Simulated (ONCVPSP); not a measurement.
**C (Z = 6): one change to an ONCV potential, before and after**

| Item | Value |
| --- | --- |
| Element | carbon (C) |
| Generator | ONCVPSP 4.0.1 |
| Type | optimised norm-conserving Vanderbilt (ONCV) |
| Functional | PBE |
| Relativity | non-relativistic |
| Frozen core | [He] |
| Valence charge | 4 |
| Reference configuration | 2s2 2p2 |
| Partial waves | 2s: rc 0.95 bohr, ncon 4, nbas 8, qcut 5.8 1/bohr, local; 2p: rc 1.80 bohr, ncon 3, nbas 6, qcut 8.7 1/bohr, 3 projectors, debl 2.6 Ha |
| Local potential | the s channel |
| Core correction | none |

Change: s: qcut 6.4; p: qcut 9.5.

Cutoffs: the cutoffs (Ha) at which the residual kinetic energy of the hardest occupied pseudo-wave falls to 1 and 0.1 mHa per electron; they do not see the model core or the augmentation charge, which bear on the density cutoff. Errors are all-electron minus pseudo energies relative to the spin-unpolarised reference configuration.

Question: How do hardness, ghosts and transferability respond?

Answer: The potential gets softer (20 Ha and 80 Ha → 20 Ha and 42 Ha); the errors of the 4 common tests hardly move; neither file shows a bound ghost.

| quantity | base | changed |
| --- | --- | --- |
| cutoff, loose | 20 Ha | 20 Ha |
| cutoff, tight | 80 Ha | 42 Ha |
| loose cutoff by channel | s 20 Ha, p 19 Ha | s 19 Ha, p 20 Ha |
| bound ghosts | none | none |
| GHOST(+) flags under 300 eV | none | none |
| error for 2s2 2p1, meV [ΔE 10.87 eV] | +18 | +17 |
| error for 2s2 2p0, meV [ΔE 35.02 eV] | +194 | +183 |
| error for 2s1 2p0, meV [ΔE 83.20 eV] | +441 | +424 |
| error for 2s1 2p3, meV [ΔE 8.46 eV] | +2.2 | +1.9 |
| s: phases at 0.96 bohr within 0.05 rad from the reference energy up to (Ha; the scan ends near 5) | to the end of the scan | to the end of the scan |
| p: phases at 1.82 bohr within 0.05 rad from the reference energy up to (Ha; the scan ends near 5) | to the end of the scan | to the end of the scan |
